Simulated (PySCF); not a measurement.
# Shifts of the heteroatoms

Mapped SMILES: `[F:1][CH2:2][c:3]1[cH:4][n:5]([SiH3:6])[cH:7][c:8]1[C:9]([F:10])([F:11])[F:12]`. Hydrogens are named by the atom that carries them.

- shielding tensors at PBE0/pcSseg-1 (GIAO)
- GFN2-xTB geometry
- code: PySCF 2.14
- non-relativistic, single conformer, no solvent model, equivalent nuclei averaged

Q: Where does 19F resonate?

A: 
```tsv
atoms	environment	σ (ppm)	δ (ppm)
F10/F11/F12	fluorine of a CF3 group	246.9	-62.2
F1	fluorine on an sp3 carbon	440.7	-237.1
```

Shieldings were converted by a linear fit to measured shifts: 19F: δ = 146.13 − 0.903σ +14.6 on sp3 carbon (rms 6.0 ppm, 223 shifts, 7.0 ppm with the 5 outliers that the fit left out vs CFCl3, solution or neat liquid). A few per cent of atoms miss by over 2 rms, more outside the fitted compound classes.

On a 600 MHz spectrometer 19F resonates near 564.6 MHz, so 1 ppm is 564.6 Hz.

Q: Where does 29Si resonate?

A: 
```json
{"atoms": "Si6", "environment": "silicon bonded to N, 3 H", "σ (ppm)": "395.3", "δ (ppm)": "-45.0"}
```

Shieldings were converted by a linear fit to measured shifts: 29Si: δ = 279.94 − 0.822σ (rms 8.9 ppm, 72 shifts, 25.8 ppm with the 6 outliers that the fit left out vs TMS, solution or neat liquid). Occasional misses reach two or three times the rms, and more in compound classes unlike the fitted ones.

On a 300 MHz spectrometer 29Si resonates near 59.6 MHz, so 1 ppm is 59.6 Hz.

Q: Predict the 15N NMR data.

A: 
```csv
atoms,environment,σ (ppm),δ (ppm)
N5,pyrrole-type ring nitrogen,104.1,-244.0
```

Shieldings were converted by a linear fit to measured shifts: 15N: δ = -148.07 − 0.921σ (rms 6.3 ppm, 71 shifts vs CH3NO2, solution or neat liquid). A few per cent of atoms miss by over 2 rms, more outside the fitted compound classes.

On a 400 MHz spectrometer 15N resonates near 40.5 MHz, so 1 ppm is 40.5 Hz.
